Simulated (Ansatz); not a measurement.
```yaml
crystal:
  periodic: [false, false, false]
  atoms:
    - {symbol: N, position_ang: [-0.426914, 0.592903, -0.441722]}
    - {symbol: Si, position_ang: [-0.700469, -0.559263, -0.072626]}
    - {symbol: Si, position_ang: [0.537676, -0.864448, 0.620211]}
    - {symbol: Ga, position_ang: [0.814790, 0.782530, 0.191375]}
    - {symbol: F, position_ang: [1.238102, 0.769920, -0.733702]}
    - {symbol: H, position_ang: [-0.998182, 0.937391, -0.467032]}
    - {symbol: H, position_ang: [-0.211937, 0.515153, -1.012774]}
    - {symbol: H, position_ang: [-1.032011, -1.123001, -0.870666]}
    - {symbol: H, position_ang: [-1.356028, -0.363382, 0.594291]}
    - {symbol: H, position_ang: [1.021640, -1.338763, 0.092805]}
    - {symbol: H, position_ang: [0.434508, -1.182997, 1.375125]}
    - {symbol: H, position_ang: [0.761399, 1.445726, 0.840428]}
basis:
  gaussian: {orbitals: 6-31G, final_grid: {core_spheres: 5, valence_spheres: 4, degree: 11}}
magnetization: {spin_polarized: true, initial_magnetization: 2}
hamiltonian: {xc: {name: r2SCAN}, dispersion: d3bjatm}
output: {forces: true}
```

```sh
$ ansatz run in.yaml --threads 4 --pin off --events-out ev --progress --plain --max-ram 10444MiB
```

Shortened log:

```
Functional definition: r2SCAN
985 factors; integrals over basis functions are off by at most 2.7e-4 eV
mean field evaluation 1: about -72267.0675 eV, gradient 7.7e1 eV
mean field evaluation 2: about -72245.0949 eV, gradient 1.1e2 eV
mean field evaluation 4: about -72287.6227 eV, gradient 1.3e1 eV
mean field evaluation 8: about -72288.3803 eV, gradient 1.2e0 eV
mean field evaluation 16: about -72288.3874 eV, gradient 1.6e-3 eV
mean field -72288.38735138 eV, -2656.5492363345 hartree, gradient 1.9e-5 eV, S^2 2.002807; 5 other end points of the search recorded, 0 dependent functions left out
reference -72288.38737280 eV, -2656.5492371214 hartree; 42, 40 occupied and 45, 47 virtual orbitals, 985 factors
Total energy: -72288.49005719 eV, -2656.5530107034 hartree
Atom 0 at    -0.426914     0.592903    -0.441722 Å, force   -10.394202    27.276204    34.503409 eV/Å
Atom 1 at    -0.700469    -0.559263    -0.072626 Å, force   -34.612877   -34.813110   -15.297301 eV/Å
Atom 2 at     0.537676    -0.864448     0.620211 Å, force    23.099907    16.037242    11.396516 eV/Å
Atom 3 at     0.814790     0.782530     0.191375 Å, force   -52.919711     4.090535   184.211287 eV/Å
Atom 4 at     1.238102     0.769920    -0.733702 Å, force   104.082860    -1.987563  -208.061285 eV/Å
Atom 5 at    -0.998182     0.937391    -0.467032 Å, force   -43.840827    29.366934    -1.973522 eV/Å
Atom 6 at    -0.211937     0.515153    -1.012774 Å, force    24.442139    -5.802289   -70.680931 eV/Å
Atom 7 at    -1.032011    -1.123001    -0.870666 Å, force    -8.367006   -14.443183   -19.380626 eV/Å
Atom 8 at    -1.356028    -0.363382     0.594291 Å, force   -26.231875     6.133256    25.276374 eV/Å
Atom 9 at     1.021640    -1.338763     0.092805 Å, force    33.746074   -31.614023   -33.697037 eV/Å
Atom 10 at     0.434508    -1.182997     1.375125 Å, force    -6.442851   -25.358893    60.343952 eV/Å
Atom 11 at     0.761399     1.445726     0.840428 Å, force    -2.561631    31.114890    33.359164 eV/Å
Dipole moment:    -0.025830    -0.010810    -0.134221 e Å
```

In this input the geometry is squeezed to about two thirds of its size. Self-consistency was reached. The result belongs to that input, not to the molecule as meant.
